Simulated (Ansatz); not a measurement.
Ti(F)3(OH) (F3HOTi), SMILES [OH][Ti]([F])([F])[F], multiplicity 1.

The structure is a stationary point at PBE0-D3(BJ)/def2-SVP. The geometry has at least one imaginary mode, so it is a saddle point at that level. The spin state was assumed, not searched. The structure was generated by enumeration; whether it is a known compound was not checked. One conformer was computed; it need not be the lowest.

Two levels are set side by side: PBE/def2-SVPD (Ansatz, a first-principles code) and CAM-B3LYP/def2-SVPD (Ansatz). Energy differences of separate SCF runs at the same geometry; the states with an electron removed or added have multiplicity 2 and 2. Differences are taken from unrounded values.

| quantity | CAM-B3LYP | PBE | PBE minus CAM-B3LYP |
|---|---|---|---|
| vertical ionisation energy (eV) | 13.41 | 12.71 | -0.70 |
| vertical electron affinity (eV) | 0.36 | -0.20 | -0.56 |
| vertical singlet–triplet gap (eV) | 6.25 | 6.43 | 0.18 |
